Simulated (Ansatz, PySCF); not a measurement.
Reaction 2 R1 → P1 + P2, each structure at its B3LYP-D3(BJ)/def2-TZVP stationary point, reached from a drawn start (curvature not checked).
P1: BCl3 (SMILES ClB(Cl)Cl), charge 0, multiplicity 1.
R1: BCl2 (SMILES Cl[B]Cl), charge 0, multiplicity 2.
P2: BCl (SMILES [B]Cl), charge 0, multiplicity 1.

P less R. No zero-point or thermal terms; singlets are restricted closed shells; open shells are unrestricted.

Run with Ansatz (Gaussian orbitals); PySCF for the D3/D4 terms. Each number belongs to the level named beside it.

Task: Give the reaction energy at the level HF/cc-pV(D+d)Z.

Result: -20.7 kcal/mol

Task: What reaction energy does r2SCAN-D4/def2-TZVPP give?

Result: -24.5 kcal/mol

Task: Estimate the reaction energy that B3LYP-D3(BJ)/def2-TZVPP returns for this input.

Result: -32.6 kcal/mol

Ansatz is a program for electronic structure.
